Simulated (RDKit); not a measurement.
Relaxed torsion scan: SMILES c1ccc(Oc2ccsc2)cc1. Scanned: dihedral C3–C4–O5–C6 and dihedral C4–O5–C6–C7; all other coordinates were relaxed at GFN2-xTB. Points at φ and −φ are mirror images. Heavy atoms are numbered in the order of the SMILES c1ccc(Oc2ccsc2)cc1, hydrogens after them in the order of the atoms that carry them; the mirror image has the same energies with the sign of each dihedral reversed.

Calculation: MMFF94 // GFN2-xTB run with RDKit 2026.03.6.

Energy in kcal/mol above the lowest grid point; x is the dihedral C3–C4–O5–C6 (°), y the dihedral C4–O5–C6–C7 (°).

```
y \ x  -150  -120  -90  -60  -30    0   30   60   90  120  150  180
-----  ----  ----  ---  ---  ---  ---  ---  ---  ---  ---  ---  ---
180     4.5   1.6  1.0  1.8  5.4  9.7  5.4  1.8  1.0  1.6  4.5  9.7
150     8.9   4.3  2.0  1.0  2.0  5.6  9.1  5.0  2.2  1.1  1.7  5.2
120     5.8   6.3  4.0  2.6  2.0  3.1  5.7  6.5  4.2  2.8  2.0  3.0
90      3.5   4.7  4.9  4.5  3.5  2.7  3.4  4.5  4.9  4.7  3.6  2.7
60      1.8   2.4  3.6  5.5  5.4  3.0  1.7  2.2  3.4  5.2  5.5  2.8
30      1.2   0.5  1.3  3.5  7.2  4.9  1.5  0.4  1.1  3.0  7.0  4.6
0       3.3   0.6  0.0  0.8  4.0  7.5  4.0  0.8  0.0  0.6  3.3  7.5
-30     7.0   3.0  1.1  0.4  1.5  4.9  7.2  3.5  1.3  0.5  1.2  4.6
-60     5.5   5.2  3.4  2.2  1.7  3.0  5.4  5.5  3.6  2.4  1.8  2.8
-90     3.6   4.7  4.9  4.5  3.4  2.7  3.5  4.5  4.9  4.7  3.5  2.7
-120    2.0   2.8  4.2  6.5  5.7  3.1  2.0  2.6  4.0  6.3  5.8  3.0
-150    1.7   1.1  2.2  5.0  9.1  5.6  2.0  1.0  2.0  4.3  8.9  5.2
```

Points that lie below all their neighbours on the grid: x = -90, y = 0 (0.0 kcal/mol); x = 90, y = 0 (0.0 kcal/mol); x = -90, y = 180 (1.0 kcal/mol); x = 90, y = 180 (1.0 kcal/mol). The lowest path on the grid from the first to the second passes x = -60, y = -90 at 4.5 kcal/mol.
